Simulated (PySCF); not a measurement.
## Worked example: dipole moment from atomic charges

CH₃Cl₂Sn, SMILES [CH3][Sn]([Cl])[Cl], multiplicity 2. Atoms are numbered in the order given.

```xyz
7

Sn    -0.3456    -0.1293     0.2958
C     -1.1886    -1.4884    -1.1949
H     -0.3842    -2.1909    -1.4512
H     -1.4680    -0.8628    -2.0529
H     -2.0595    -2.0132    -0.7835
Cl    -0.2532     1.9975    -0.7574
Cl     1.9192    -0.7937     0.5614
```
Charge 0, spin multiplicity 2.

Geometry optimised at PBE0-D3(BJ)/def2-SVP. The multiplicity is an assumed one; no other spin state was optimised. The isomer is the one that the SMILES or the coordinates give; other isomers of the formula were not compared. The def2 effective core potentials stand for the cores of Sn; spin–orbit coupling is left out.

Charges (e) from ωB97X/def2-TZVP run with PySCF:

| atom | Mulliken | ESP fit |
|---|---|---|
| Sn1 | 0.826 | 0.459 |
| C2 | -0.570 | -0.486 |
| H3 | 0.164 | 0.172 |
| H4 | 0.164 | 0.170 |
| H5 | 0.151 | 0.167 |
| Cl6 | -0.367 | -0.241 |
| Cl7 | -0.367 | -0.242 |

The dipole moment of the full density is 3.80 D.

Q: What dipole moment does each set of point charges give, and which comes closer to that of the density?

A: 
μ = Σ q r, and 1 e Å = 4.8032 D.
Mulliken: Σ q r = (-0.834, -0.505, 0.304) e Å, |μ| = 4.91 D.
ESP fit: Σ q r = (-0.644, -0.485, 0.034) e Å, |μ| = 3.88 D.
ESP fit comes closer in size. Point charges leave out the atoms' own dipoles (lone pairs, polarised bonds); fits to the potential absorb them, partitions of the density don't.
